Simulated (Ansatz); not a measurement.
Cl2H2NSn (`[NH2][Sn]([Cl])[Cl]`) radical from Hartree–Fock to CCSD(T)

```
atom    x (Å)    y (Å)    z (Å)
  N1   0.6503  -0.1216   0.8845
 Sn2  -0.1077   0.0498  -1.0014
 Cl3  -1.2069   2.1215  -0.9715
 Cl4  -1.7338  -1.6375  -1.1002
  H5   1.3138   0.6086   1.1224
  H6   1.0844  -1.0207   1.0663
```

The species carries charge 0 and has multiplicity 2. Correlated methods include outer-core shells of Sn, which these sets cover unevenly. Sn: def2 effective core potential. Geometry: relaxed with PBE0-D4/def2-TZVP. It is one conformer, not always the lowest. Frozen core, unrestricted reference, Ansatz.

```
     basis      HF (Eh)  MP2 corr.  CCSD corr.       (T)  CCSD(T) total
  def2-SVP  -1187.70862   -0.52367    -0.56290  -0.01485    -1188.28637
def2-TZVPP  -1188.10991   -0.89005    -0.92080  -0.03659    -1189.06730
def2-QZVPP  -1188.14103   -1.15791           –         –              –
```
